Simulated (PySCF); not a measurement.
## A small calculation by hand: oscillator strength and radiative lifetime

hexane (C6H14), SMILES CCCCCC.

The structure is a stationary point at B3LYP-D3(BJ)/def2-SVP. Other conformers were not sampled.

TDA-LC-ωPBE/def2-SVPD in PySCF 2.14.0 puts the first singlet state with f over 0.02 at 9.91 eV (vertical), with the transition dipole (0.252, -0.203, 0.145) in atomic units.

Find the oscillator strength, the wavelength and the radiative lifetime that this transition would have in vacuum if emission retraced absorption.


|μ|² = 0.1257 au, so |μ| = 0.90 D. ΔE = 9.91/27.211 = 0.3642 hartree. f = (2/3) ΔE |μ|² = 0.031 (the program prints 0.030).
λ = 1239.84/9.91 = 125 nm; ν = 79930 cm⁻¹.
Einstein's coefficient A = 0.6670 ν² f s⁻¹ (ν in cm⁻¹) = 1.3e8 s⁻¹, so τ = 1/A = 7.7 ns. This state is S5; the lower singlets have f = 0.001, 0.004, 0.001, 0.011. The figure is the radiative limit of this one transition; relaxation, internal conversion, crossing to triplets and a medium change what is measured.
